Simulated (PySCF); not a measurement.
# Computed records: C2H5BN, B2ClH3N, B2FH3N, BH3NOSi and others

Computed with PySCF 2.14.0. Calculation on a computer-drawn molecule: optimised geometry and harmonic frequencies of an isolated molecule of the commonest isotopes, restricted reference for singlets and unrestricted otherwise, frozen core in MP2.

```yaml
- entry: 1
  formula: C2H5BN
  start_structure:
    atoms_angstrom:
      - [B, -1.9348, 1.8239, 1.4686]
      - ["N", -0.825, 1.6085, 0.8081]
      - [C, 0.4833, 1.4307, 0.2922]
      - [C, 1.5931, 1.7716, 1.1397]
      - [H, -2.925, 2.041, 1.9643]
      - [H, 0.4564, 0.3787, -0.0572]
      - [H, 0.4768, 2.0593, -0.6654]
      - [H, 1.4213, 2.0255, 2.2035]
      - [H, 2.55, 1.593, 0.7476]
  given:
    charge: 0
    multiplicity: 2
    method: HF
    basis: cc-pVDZ
    drawn_bonds_atom: [1, 2, 3, 1, 3, 3, 4, 4]
    drawn_bonds_other_atom: [2, 3, 4, 5, 6, 7, 8, 9]
    drawn_bonds_order: [2, 1, 1, 1, 1, 1, 1, 1]
  results:
    optimised_atom_element: [B, "N", C, C, H, H, H, H, H]
    "optimised_atom_x [angstrom]": [-1.92, -0.8369, 0.416, 1.577, -2.957, 0.4885, 0.4718, 1.488, 2.568]
    "optimised_atom_y [angstrom]": [1.875, 1.66, 1.415, 1.809, 2.079, 0.3492, 1.953, 1.748, 1.844]
    "optimised_atom_z [angstrom]": [1.417, 0.8854, 0.2742, 1.139, 1.924, 0.02079, -0.6764, 2.216, 0.7014]
    "modes_frequency [cm^-1]": [183.3, 195.0, 274.5, 467.6, 521.8, 803.1, 807.5, 886.0, 1005, 1132, 1177, 1356, 1492, 1546, 1592, 2114, 2990, 3128, 3185, 3282, 3399]
    "modes_reduced_mass [dalton]": [1.119, 2.899, 2.638, 1.383, 2.427, 1.336, 1.346, 1.897, 1.95, 2.618, 1.968, 1.077, 1.312, 1.246, 1.087, 4.833, 1.224, 1.07, 1.091, 1.052, 1.119]
    "rotational_constants [GHz]": [31.43, 4.893, 4.364]
    "total_energy [hartree]": -157.7422
    spin_squared: 0.7624
    "convergence_status_largest_gradient_component [hartree/bohr]": 3.029e-05
- entry: 2
  formula: B2ClH3N
  start_structure:
    atoms_angstrom:
      - [B, -1.036, -0.6347, -2.3722]
      - ["N", -0.6516, -0.6624, -1.1326]
      - [B, -0.1515, -0.6067, 0.2446]
      - [Cl, 1.7638, -0.2973, 0.0822]
      - [H, -1.372, -0.7024, -3.4039]
      - [H, -0.5641, 0.2557, 0.8557]
      - [H, -0.1913, -1.7638, 0.6929]
  given:
    charge: -1
    multiplicity: 1
    method: HF
    basis: "aug-cc-pV(D+d)Z"
    drawn_bonds_atom: [1, 2, 3, 1, 3, 3]
    drawn_bonds_other_atom: [2, 3, 4, 5, 6, 7]
    drawn_bonds_order: [2, 1, 1, 1, 1, 1]
  results:
    optimised_atom_element: [B, "N", B, Cl, H, H, H]
    "optimised_atom_x [angstrom]": [-1.054, -0.6389, -0.1365, 1.883, -1.453, -0.591, -0.212]
    "optimised_atom_y [angstrom]": [-0.6676, -0.6611, -0.6541, -0.27, -0.6749, 0.2588, -1.743]
    "optimised_atom_z [angstrom]": [-2.362, -1.207, 0.2067, 0.1782, -3.467, 0.8713, 0.7463]
    "modes_frequency [cm^-1]": [147.2, 263.4, 290.3, 479.9, 789.1, 807.7, 856.1, 868.1, 1028, 1149, 1290, 2038, 2487, 2498, 2922]
    "modes_reduced_mass [dalton]": [4.265, 2.682, 10.73, 5.562, 1.35, 1.361, 1.266, 4.637, 1.201, 1.147, 1.141, 4.675, 1.048, 1.123, 1.228]
    "rotational_constants [GHz]": [19.78, 2.779, 2.487]
    "total_energy [hartree]": -565.1775
    "convergence_status_largest_gradient_component [hartree/bohr]": 2.448e-05
- entry: 3
  formula: B2ClH3N
  start_structure:
    atoms_angstrom:
      - [B, -1.0535, -0.6676, -2.362]
      - ["N", -0.6389, -0.6611, -1.2071]
      - [B, -0.1365, -0.6541, 0.2067]
      - [Cl, 1.8826, -0.27, 0.1782]
      - [H, -1.4534, -0.6749, -3.4668]
      - [H, -0.591, 0.2588, 0.8713]
      - [H, -0.212, -1.7426, 0.7463]
  given:
    charge: -1
    multiplicity: 1
    method: MP2
    basis: "aug-cc-pV(D+d)Z"
    drawn_bonds_atom: [1, 2, 3, 1, 3, 3]
    drawn_bonds_other_atom: [2, 3, 4, 5, 6, 7]
    drawn_bonds_order: [2, 1, 1, 1, 1, 1]
  results:
    optimised_atom_element: [B, "N", B, Cl, H, H, H]
    "optimised_atom_x [angstrom]": [-1.061, -0.6091, -0.08973, 1.843, -1.48, -0.5925, -0.2127]
    "optimised_atom_y [angstrom]": [-0.6676, -0.6558, -0.6466, -0.2783, -0.6782, 0.2602, -1.745]
    "optimised_atom_z [angstrom]": [-2.387, -1.204, 0.2273, 0.1902, -3.493, 0.8788, 0.7538]
    "modes_frequency [cm^-1]": [142.0, 237.8, 338.5, 548.5, 647.4, 668.1, 803.8, 823.3, 971.3, 1098, 1212, 1814, 2438, 2465, 2837]
    "modes_reduced_mass [dalton]": [4.419, 2.873, 9.832, 6.209, 1.323, 1.318, 4.67, 1.356, 1.129, 1.173, 1.121, 5.536, 1.05, 1.12, 1.181]
    "rotational_constants [GHz]": [20.36, 2.815, 2.525]
    "total_energy [hartree]": -565.7030
    "convergence_status_largest_gradient_component [hartree/bohr]": 1.971e-05
- entry: 4
  formula: B2FH3N
  start_structure:
    atoms_angstrom:
      - [B, -1.5367, -0.2609, -0.4029]
      - ["N", -0.7297, 0.6646, -0.0189]
      - [B, 0.0645, 1.8084, 0.3834]
      - [F, -0.6859, 2.9609, 0.4783]
      - [H, -2.1711, -1.1135, -0.6351]
      - [H, 0.5827, 1.5744, 1.5042]
      - [H, 0.9948, 2.0531, -0.4439]
  given:
    charge: -1
    multiplicity: 1
    method: HF
    basis: aug-cc-pVDZ
    drawn_bonds_atom: [1, 2, 3, 1, 3, 3]
    drawn_bonds_other_atom: [2, 3, 4, 5, 6, 7]
    drawn_bonds_order: [2, 1, 1, 1, 1, 1]
  results:
    optimised_atom_element: [B, "N", B, F, H, H, H]
    "optimised_atom_x [angstrom]": [-1.511, -0.7958, 0.1092, -0.6976, -2.195, 0.6123, 0.9957]
    "optimised_atom_y [angstrom]": [-0.2749, 0.6629, 1.83, 3.042, -1.175, 1.591, 2.011]
    "optimised_atom_z [angstrom]": [-0.3682, -0.02815, 0.3987, 0.5008, -0.6944, 1.51, -0.4533]
    "modes_frequency [cm^-1]": [180.9, 261.5, 466.6, 783.4, 798.4, 804.6, 894.6, 993.7, 1042, 1240, 1284, 2030, 2277, 2334, 2907]
    "modes_reduced_mass [dalton]": [4.162, 2.733, 8.191, 1.36, 2.369, 1.902, 6.318, 1.663, 1.06, 1.254, 1.118, 4.574, 1.108, 1.044, 1.231]
    "rotational_constants [GHz]": [30.96, 4.398, 3.978]
    "total_energy [hartree]": -205.1094
    "convergence_status_largest_gradient_component [hartree/bohr]": 1.416e-05
- entry: 5
  formula: B2FH3N
  start_structure:
    atoms_angstrom:
      - [B, -1.5105, -0.2749, -0.3682]
      - ["N", -0.7958, 0.6629, -0.0281]
      - [B, 0.1092, 1.8303, 0.3987]
      - [F, -0.6976, 3.0418, 0.5008]
      - [H, -2.1947, -1.1751, -0.6944]
      - [H, 0.6123, 1.5907, 1.5097]
      - [H, 0.9957, 2.0113, -0.4533]
  given:
    charge: -1
    multiplicity: 1
    method: MP2
    basis: aug-cc-pVDZ
    drawn_bonds_atom: [1, 2, 3, 1, 3, 3]
    drawn_bonds_other_atom: [2, 3, 4, 5, 6, 7]
    drawn_bonds_order: [2, 1, 1, 1, 1, 1]
  results:
    optimised_atom_element: [B, "N", B, F, H, H, H]
    "optimised_atom_x [angstrom]": [-1.525, -0.7847, 0.127, -0.704, -2.217, 0.619, 1.004]
    "optimised_atom_y [angstrom]": [-0.2994, 0.6675, 1.842, 3.071, -1.202, 1.593, 2.015]
    "optimised_atom_z [angstrom]": [-0.3764, -0.02475, 0.4047, 0.5058, -0.7047, 1.516, -0.4554]
    "modes_frequency [cm^-1]": [163.1, 235.6, 430.9, 640.3, 667.5, 762.3, 847.1, 925.6, 981.0, 1165, 1220, 1801, 2341, 2350, 2828]
    "modes_reduced_mass [dalton]": [4.428, 2.896, 9.016, 1.33, 1.328, 4.532, 6.318, 1.627, 1.057, 1.251, 1.114, 5.512, 1.112, 1.047, 1.181]
    "rotational_constants [GHz]": [29.83, 4.282, 3.866]
    "total_energy [hartree]": -205.6930
    "convergence_status_largest_gradient_component [hartree/bohr]": 1.933e-05
- entry: 6
  formula: BH3NOSi
  start_structure:
    atoms_angstrom:
      - [B, 0.7052, -1.4612, -0.1198]
      - ["N", -0.2533, -0.8913, -0.5296]
      - [Si, -1.8127, -0.1554, -1.0605]
      - [O, -2.1618, -1.0243, -2.449]
      - [H, 1.6339, -2.0682, 0.3925]
      - [H, -1.1955, 1.0902, -1.5891]
      - [H, -1.4182, -1.1212, -3.0337]
  given:
    charge: -1
    multiplicity: 1
    method: HF
    basis: "aug-cc-pV(D+d)Z"
    drawn_bonds_atom: [1, 2, 3, 1, 3, 4]
    drawn_bonds_other_atom: [2, 3, 4, 5, 6, 7]
    drawn_bonds_order: [2, 1, 1, 1, 1, 1]
  results:
    optimised_atom_element: [B, "N", Si, O, H, H, H]
    "optimised_atom_x [angstrom]": [0.7202, -0.2711, -1.854, -2.171, 1.664, -1.186, -1.405]
    "optimised_atom_y [angstrom]": [-1.504, -0.9355, -0.1399, -1.026, -2.046, 1.116, -1.097]
    "optimised_atom_z [angstrom]": [-0.06898, -0.534, -1.016, -2.482, 0.3747, -1.635, -3.028]
    "modes_frequency [cm^-1]": [143.3, 208.5, 287.8, 400.7, 531.8, 711.8, 781.9, 812.4, 824.8, 871.4, 1011, 1862, 1972, 2912, 4162]
    "modes_reduced_mass [dalton]": [3.654, 2.863, 1.775, 2.378, 9.857, 15.69, 1.372, 1.362, 1.082, 1.097, 1.201, 1.043, 4.708, 1.215, 1.066]
    "rotational_constants [GHz]": [16.16, 3.715, 3.12]
    "total_energy [hartree]": -444.7485
    "convergence_status_largest_gradient_component [hartree/bohr]": 2.986e-05
- entry: 7
  formula: BH3NOSi
  start_structure:
    atoms_angstrom:
      - [B, 0.7202, -1.5036, -0.069]
      - ["N", -0.2711, -0.9355, -0.534]
      - [Si, -1.8539, -0.1399, -1.0163]
      - [O, -2.1707, -1.0257, -2.4821]
      - [H, 1.6645, -2.0462, 0.3747]
      - [H, -1.1862, 1.1163, -1.6347]
      - [H, -1.4052, -1.0968, -3.0279]
  given:
    charge: -1
    multiplicity: 1
    method: MP2
    basis: "aug-cc-pV(D+d)Z"
    drawn_bonds_atom: [1, 2, 3, 1, 3, 4]
    drawn_bonds_other_atom: [2, 3, 4, 5, 6, 7]
    drawn_bonds_order: [2, 1, 1, 1, 1, 1]
  results:
    optimised_atom_element: [B, "N", Si, O, H, H, H]
    "optimised_atom_x [angstrom]": [0.7449, -0.2806, -1.891, -2.199, 1.695, -1.179, -1.393]
    "optimised_atom_y [angstrom]": [-1.511, -0.9112, -0.1166, -1.049, -2.07, 1.109, -1.082]
    "optimised_atom_z [angstrom]": [-0.05513, -0.5154, -1.014, -2.5, 0.3772, -1.646, -3.036]
    "modes_frequency [cm^-1]": [126.3, 196.2, 273.3, 375.0, 490.6, 634.8, 650.5, 683.8, 761.6, 816.2, 948.4, 1743, 1866, 2828, 3803]
    "modes_reduced_mass [dalton]": [3.7, 3.017, 2.144, 1.969, 10.15, 1.405, 11.57, 1.336, 1.071, 1.089, 1.187, 5.519, 1.042, 1.174, 1.066]
    "rotational_constants [GHz]": [15.31, 3.604, 3.013]
    "total_energy [hartree]": -445.3255
    "convergence_status_largest_gradient_component [hartree/bohr]": 3.378e-05
- entry: 8
  formula: B2H4NSi
  start_structure:
    atoms_angstrom:
      - [B, -1.0475, -0.813, -0.9933]
      - ["N", -0.9346, -1.8962, -0.5232]
      - [Si, -0.65, -3.3618, 0.2272]
      - [B, 0.0734, -3.6251, 2.0163]
      - [H, -1.2278, 0.2554, -1.4162]
      - [H, -1.1414, -4.4047, -0.7091]
      - [H, 0.2699, -4.6601, 2.4407]
      - [H, 0.3791, -2.6038, 2.6084]
  given:
    charge: 0
    multiplicity: 2
    method: HF
    basis: "cc-pV(D+d)Z"
    drawn_bonds_atom: [1, 2, 3, 1, 3, 4, 4]
    drawn_bonds_other_atom: [2, 3, 4, 5, 6, 7, 8]
    drawn_bonds_order: [2, 1, 1, 1, 1, 1, 1]
  results:
    optimised_atom_element: [B, "N", Si, B, H, H, H, H]
    "optimised_atom_x [angstrom]": [-1.093, -0.9151, -0.6559, 0.09208, -1.263, -1.087, 0.2164, 0.4263]
    "optimised_atom_y [angstrom]": [-0.7435, -1.858, -3.351, -3.607, 0.3028, -4.448, -4.73, -2.675]
    "optimised_atom_z [angstrom]": [-1.029, -0.5034, 0.2526, 2.004, -1.527, -0.6337, 2.408, 2.679]
    "modes_frequency [cm^-1]": [125.2, 183.2, 256.6, 273.3, 447.0, 634.7, 708.4, 817.3, 825.5, 826.8, 852.2, 933.1, 1236, 1962, 2346, 2671, 2760, 2993]
    "modes_reduced_mass [dalton]": [2.962, 2.145, 1.945, 3.148, 1.031, 2.186, 2.295, 1.353, 3.92, 1.347, 1.247, 1.238, 1.186, 5.319, 1.042, 1.051, 1.128, 1.191]
    "rotational_constants [GHz]": [23.5, 3.293, 2.888]
    "total_energy [hartree]": -395.0697
    spin_squared: 0.7624
    "convergence_status_largest_gradient_component [hartree/bohr]": 3.128e-05
- entry: 9
  formula: CH2AlBCl
  start_structure:
    atoms_angstrom:
      - [B, -2.859, -1.4625, 1.5219]
      - [C, -2.1309, -1.0039, 2.6412]
      - [Al, -0.3165, -1.8108, 3.0148]
      - [Cl, 0.8681, -3.1592, 2.0448]
      - [H, -3.2403, -1.9178, 0.543]
      - [H, -2.318, -0.2756, 3.4384]
  given:
    charge: 0
    multiplicity: 2
    method: HF
    basis: "cc-pV(D+d)Z"
    drawn_bonds_atom: [1, 2, 3, 1, 2]
    drawn_bonds_other_atom: [2, 3, 4, 5, 6]
    drawn_bonds_order: [2, 1, 1, 1, 1]
  results:
    optimised_atom_element: [B, C, Al, Cl, H, H]
    "optimised_atom_x [angstrom]": [-2.596, -2.072, -0.3279, 0.4551, -2.962, -2.493]
    "optimised_atom_y [angstrom]": [-1.525, -0.9741, -1.692, -3.157, -2.049, -0.234]
    "optimised_atom_z [angstrom]": [1.589, 2.734, 3.12, 1.758, 0.6022, 3.402]
    "modes_frequency [cm^-1]": [115.8, 129.5, 240.8, 474.1, 542.0, 662.4, 786.7, 792.6, 948.9, 1547, 2946, 3371]
    "modes_reduced_mass [dalton]": [5.118, 3.604, 4.101, 14.54, 1.243, 5.379, 1.269, 1.186, 1.51, 5.338, 1.133, 1.095]
    "rotational_constants [GHz]": [9.634, 2.909, 2.234]
    "total_energy [hartree]": -765.1522
    spin_squared: 0.7551
    "convergence_status_largest_gradient_component [hartree/bohr]": 1.627e-05
- entry: 10
  formula: CH2AlBCl
  start_structure:
    atoms_angstrom:
      - [B, -2.5965, -1.5245, 1.5887]
      - [C, -2.0719, -0.9741, 2.7339]
      - [Al, -0.3279, -1.6915, 3.1199]
      - [Cl, 0.4551, -3.1572, 1.7579]
      - [H, -2.962, -2.0485, 0.6022]
      - [H, -2.4934, -0.234, 3.4016]
  given:
    charge: 0
    multiplicity: 2
    method: MP2
    basis: "cc-pV(D+d)Z"
    drawn_bonds_atom: [1, 2, 3, 1, 2]
    drawn_bonds_other_atom: [2, 3, 4, 5, 6]
    drawn_bonds_order: [2, 1, 1, 1, 1]
  results:
    optimised_atom_element: [B, C, Al, Cl, H, H]
    "optimised_atom_x [angstrom]": [-2.566, -2.178, -0.4195, 0.3727, -2.75, -2.456]
    "optimised_atom_y [angstrom]": [-1.533, -0.8944, -1.708, -3.165, -2.161, -0.168]
    "optimised_atom_z [angstrom]": [1.601, 2.759, 3.027, 1.684, 0.6145, 3.519]
    "modes_frequency [cm^-1]": [110.0, 130.3, 225.9, 477.3, 477.4, 631.7, 720.2, 747.7, 795.6, 1516, 2866, 3337]
    "modes_reduced_mass [dalton]": [3.964, 7.839, 3.519, 1.404, 6.255, 5.648, 1.185, 1.201, 1.492, 4.823, 1.134, 1.105]
    "rotational_constants [GHz]": [10.57, 2.901, 2.276]
    "total_energy [hartree]": -765.5384
    spin_squared: 0.7562
    "convergence_status_largest_gradient_component [hartree/bohr]": 7.908e-06
```
